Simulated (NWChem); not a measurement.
System: BN₂H₅; SMILES NBN

The following NWChem deck was run.

```
start job
memory heap 200 mb stack 900 mb global 1100 mb
geometry units angstroms noautoz
  B      0.000000     0.000000    -0.481123
  H      0.000000     0.000000    -1.694724
  N     -1.243095     0.000000     0.188027
  H     -2.117778     0.000000    -0.313887
  H     -1.352224     0.000000     1.192929
  N      1.243095     0.000000     0.188027
  H      1.352224     0.000000     1.192929
  H      2.117778     0.000000    -0.313887
end
basis spherical
  * library 6-31g*
end
dft
  xc xcamb88 1.00 lyp 0.81 vwn_5 0.19 hfexch 1.00
  cam 0.33 cam_alpha 0.19 cam_beta 0.46
  iterations 150
  mulliken
end
task dft energy
```

Excerpt of the output:

```
             Northwest Computational Chemistry Package (NWChem) 7.3.0
             --------------------------------------------------------

 C2V symmetry detected

                             Geometry "geometry" -> ""
                             -------------------------

 Output coordinates in angstroms (scale by  1.889725989 to convert to a.u.)

  No.       Tag          Charge          X              Y              Z
 ---- ---------------- ---------- -------------- -------------- --------------
    1 B                    5.0000     0.00000000     0.00000000    -0.49321146
    2 H                    1.0000     0.00000000     0.00000000    -1.70681246
    3 N                    7.0000    -1.24309500     0.00000000     0.17593854
    4 H                    1.0000    -2.11777800     0.00000000    -0.32597546
    5 H                    1.0000    -1.35222400     0.00000000     1.18084054
    6 N                    7.0000     1.24309500     0.00000000     0.17593854
    7 H                    1.0000     1.35222400     0.00000000     1.18084054
    8 H                    1.0000     2.11777800     0.00000000    -0.32597546

 Effective nuclear repulsion energy (a.u.)      68.5768651308

      Symmetry information
      --------------------

 Group name             C2v
 Group number             16
 Group order               4
 No. of unique centers     5

                                 NWChem DFT Module
                                 -----------------

 Summary of "ao basis" -> "ao basis" (spherical)
 ------------------------------------------------------------------------------
       Tag                 Description            Shells   Functions and Types
 ---------------- ------------------------------  ------  ---------------------
 B                           6-31g*                  6       14   3s2p1d
 H                           6-31g*                  2        2   2s
 N                           6-31g*                  6       14   3s2p1d

      Symmetry analysis of basis
      --------------------------

        a1         23
        a2          5
        b1         17
        b2          7

            General Information
            -------------------
          SCF calculation type: DFT
          Wavefunction type:  closed shell.
          No. of atoms     :     8
          No. of electrons :    24
           Alpha electrons :    12
            Beta electrons :    12
          Charge           :     0
          Spin multiplicity:     1
          Use of symmetry is: on ; symmetry adaption is: on
          Maximum number of iterations: 150
          AO basis - number of functions:    52
                     number of shells:    28
          Convergence on energy requested:  1.00D-06
          Convergence on density requested:  1.00D-05
          Convergence on gradient requested:  5.00D-04

              XC Information
              --------------
                     Hartree-Fock (Exact) Exchange  1.000
                   CAM-Becke88 Exchange Functional  1.000
                      VWN V Correlation Functional  0.190 local
              Lee-Yang-Parr Correlation Functional  0.810

           Range-Separation Parameters
           ---------------------------
           Alpha           :  0.19
           Beta            :  0.46
           Gamma           :  0.33
           Short-Range HF  :     F

             Grid Information
             ----------------
          Grid used for XC integration:  medium
          Radial quadrature: Mura-Knowles
          Angular quadrature: Lebedev.
          Tag              B.-S. Rad. Rad. Pts. Rad. Cut. Ang. Pts.
          ---              ---------- --------- --------- ---------
          B                   0.85       49           7.0       434
          H                   0.35       45          10.0       434
          N                   0.65       49           9.0       434
          Grid pruning is: on
          Number of quadrature shells:   233
          Spatial weights used:  Erf1

      Superposition of Atomic Density Guess
      -------------------------------------

 Sum of atomic energies:        -135.60472768

      Non-variational initial energy
      ------------------------------

 Total energy =    -137.239403
 1-e energy   =    -317.484161
 2-e energy   =     111.667894
 HOMO         =      -0.327359
 LUMO         =       0.107099

      Symmetry analysis of molecular orbitals - initial
      -------------------------------------------------

  Numbering of irreducible representations:

     1 a1          2 a2          3 b1          4 b2

  Orbital symmetries:

     1 a1          2 b1          3 a1          4 a1          5 b1
     6 a1          7 a1          8 b1          9 b1         10 a1
    11 b2         12 a2         13 b2         14 a1         15 b1
    16 a1         17 b1         18 a1         19 b1         20 a1
    21 b2         22 a1

     ---------------------------------------------
      Total Density - Mulliken Population Analysis
     ---------------------------------------------

    Atom       Charge   Shell Charges
 -----------   ------   -------------------------------------------------------
    1 B    5     4.56   2.00  0.59  1.22  0.36  0.30  0.09
    2 H    1     1.02   0.49  0.53
    3 N    7     8.07   2.00  0.81  2.68  0.79  1.79  0.01
    4 H    1     0.56   0.41  0.15
    5 H    1     0.57   0.41  0.16
    6 N    7     8.07   2.00  0.81  2.68  0.79  1.79  0.01
    7 H    1     0.57   0.41  0.16
    8 H    1     0.56   0.41  0.15

   convergence    iter        energy       DeltaE   RMS-Dens  Diis-err
 ---------------- ----- ----------------- --------- --------- ---------
 d= 0,ls=0.0,diis     1   -137.3098978031 -2.06D+02  1.09D-02  4.17D-01
 d= 0,ls=0.0,diis     2   -137.3412211338 -3.13D-02  4.45D-03  1.80D-01
 d= 0,ls=0.0,diis     3   -137.3581576967 -1.69D-02  1.25D-03  1.49D-02
 d= 0,ls=0.0,diis     4   -137.3598003055 -1.64D-03  1.65D-04  1.34D-04
 d= 0,ls=0.0,diis     5   -137.3598162482 -1.59D-05  5.66D-05  9.24D-06
  Resetting Diis
 d= 0,ls=0.0,diis     6   -137.3598177651 -1.52D-06  9.41D-06  2.27D-07
 d= 0,ls=0.0,diis     7   -137.3598178017 -3.66D-08  1.47D-06  2.17D-09

         Total DFT energy =     -137.359817801686
      One electron energy =     -321.049053311289
           Coulomb energy =      134.882956344299
    Exchange-Corr. energy =      -19.770585965481
 Nuclear repulsion energy =       68.576865130784

 Numeric. integr. density =       23.999998888741

                  Occupations of the irreducible representations
                  ----------------------------------------------

                     irrep           alpha         beta
                     --------     --------     --------
                     a1                6.0          6.0
                     a2                1.0          1.0
                     b1                4.0          4.0
                     b2                1.0          1.0

                       DFT Final Molecular Orbital Analysis
                       ------------------------------------

 Vector   10  Occ=2.000000D+00  E=-3.829149D-01  Symmetry=a1
              MO Center=  1.8D-15,  4.0D-16, -1.0D+00, r^2= 1.8D+00
   Bfn.  Coefficient  Atom+Function         Bfn.  Coefficient  Atom+Function
  ----- ------------  ---------------      ----- ------------  ---------------
     5      0.359842  1 B  pz                16     -0.331849  2 H  s
    15     -0.294143  2 H  s                 21     -0.155098  3 N  pz
    39     -0.155098  6 N  pz                34     -0.107787  5 H  s
    50     -0.107787  7 H  s                  9      0.103087  1 B  pz
    33     -0.100521  5 H  s                 49     -0.100521  7 H  s

 Vector   11  Occ=2.000000D+00  E=-3.621023D-01  Symmetry=b2
              MO Center= -1.6D-17, -3.7D-16,  4.4D-02, r^2= 2.1D+00
   Bfn.  Coefficient  Atom+Function         Bfn.  Coefficient  Atom+Function
  ----- ------------  ---------------      ----- ------------  ---------------
    20      0.367936  3 N  py                38      0.367936  6 N  py
    24      0.284221  3 N  py                42      0.284221  6 N  py
     4      0.236007  1 B  py                 8      0.124114  1 B  py

 Vector   12  Occ=2.000000D+00  E=-2.867712D-01  Symmetry=a2
              MO Center= -5.7D-16,  1.0D-16,  1.7D-01, r^2= 2.4D+00
   Bfn.  Coefficient  Atom+Function         Bfn.  Coefficient  Atom+Function
  ----- ------------  ---------------      ----- ------------  ---------------
    20      0.434414  3 N  py                38     -0.434414  6 N  py
    24      0.381977  3 N  py                42     -0.381977  6 N  py
    10     -0.034963  1 B  d -2

 Vector   13  Occ=0.000000D+00  E= 1.385270D-01  Symmetry=a1
              MO Center= -3.4D-16,  9.0D-32,  6.4D-01, r^2= 5.7D+00
   Bfn.  Coefficient  Atom+Function         Bfn.  Coefficient  Atom+Function
  ----- ------------  ---------------      ----- ------------  ---------------
    22      1.148805  3 N  s                 40      1.148805  6 N  s
    34     -0.840920  5 H  s                 50     -0.840920  7 H  s
    32     -0.750411  4 H  s                 52     -0.750411  8 H  s
    23     -0.258500  3 N  px                41      0.258500  6 N  px
    25      0.217387  3 N  pz                43      0.217387  6 N  pz

 Vector   14  Occ=0.000000D+00  E= 1.476924D-01  Symmetry=b2
              MO Center=  5.9D-16,  1.1D-15, -4.5D-01, r^2= 2.2D+00
   Bfn.  Coefficient  Atom+Function         Bfn.  Coefficient  Atom+Function
  ----- ------------  ---------------      ----- ------------  ---------------
     8      0.837355  1 B  py                 4      0.449920  1 B  py
    24     -0.417926  3 N  py                42     -0.417926  6 N  py
    20     -0.252765  3 N  py                38     -0.252765  6 N  py

 Vector   15  Occ=0.000000D+00  E= 1.661666D-01  Symmetry=b1
              MO Center=  4.8D-15,  6.6D-17,  2.7D-01, r^2= 6.3D+00
   Bfn.  Coefficient  Atom+Function         Bfn.  Coefficient  Atom+Function
  ----- ------------  ---------------      ----- ------------  ---------------
    22      1.308671  3 N  s                 40     -1.308671  6 N  s
    34     -0.788220  5 H  s                 50      0.788220  7 H  s
    32     -0.773513  4 H  s                 52      0.773513  8 H  s
     7      0.466858  1 B  px                23     -0.251233  3 N  px
    41     -0.251233  6 N  px                19     -0.133737  3 N  px

     ---------------------------------------------
      Total Density - Mulliken Population Analysis
     ---------------------------------------------

    Atom       Charge   Shell Charges
 -----------   ------   -------------------------------------------------------
    1 B    5     4.69   2.00  0.51  1.49  0.26  0.35  0.09
    2 H    1     1.07   0.51  0.56
    3 N    7     7.74   2.00  0.75  2.58  0.79  1.61  0.02
    4 H    1     0.68   0.50  0.18
    5 H    1     0.70   0.50  0.19
    6 N    7     7.74   2.00  0.75  2.58  0.79  1.61  0.02
    7 H    1     0.70   0.50  0.19
    8 H    1     0.68   0.50  0.18

     -------------------------------------------
      Total Density - Lowdin Population Analysis
     -------------------------------------------

    Atom       Charge   Shell Charges
 -----------   ------   -------------------------------------------------------
    1 B    5     5.22   1.98  0.42  1.37  0.35  0.87  0.23
    2 H    1     1.00   0.49  0.50
    3 N    7     7.38   1.99  0.65  2.39  0.51  1.80  0.04
    4 H    1     0.75   0.47  0.28
    5 H    1     0.76   0.47  0.29
    6 N    7     7.38   1.99  0.65  2.39  0.51  1.80  0.04
    7 H    1     0.76   0.47  0.29
    8 H    1     0.75   0.47  0.28

     Multipole analysis of the density
     ---------------------------------

     L   x y z        total         alpha         beta         nuclear
     -   - - -        -----         -----         ----         -------
     0   0 0 0     -0.000000    -12.000000    -12.000000     24.000000

     1   1 0 0      0.000000      0.000000      0.000000      0.000000
     1   0 1 0     -0.000000     -0.000000     -0.000000      0.000000
     1   0 0 1      0.585982      0.292991      0.292991     -0.000000

     2   2 0 0     -9.555675    -65.951918    -65.951918    122.348161
     2   1 1 0     -0.000000     -0.000000     -0.000000      0.000000
     2   1 0 1     -0.000000     -0.000000     -0.000000     -0.000000
     2   0 2 0    -16.078494     -8.039247     -8.039247      0.000000
     2   0 1 1     -0.000000     -0.000000     -0.000000      0.000000
     2   0 0 2    -12.857420    -19.934737    -19.934737     27.012053
```

Level: CAM-B3LYP/6-31G* (spherical d). The geometry was optimised at PBE0/def2-SVP.
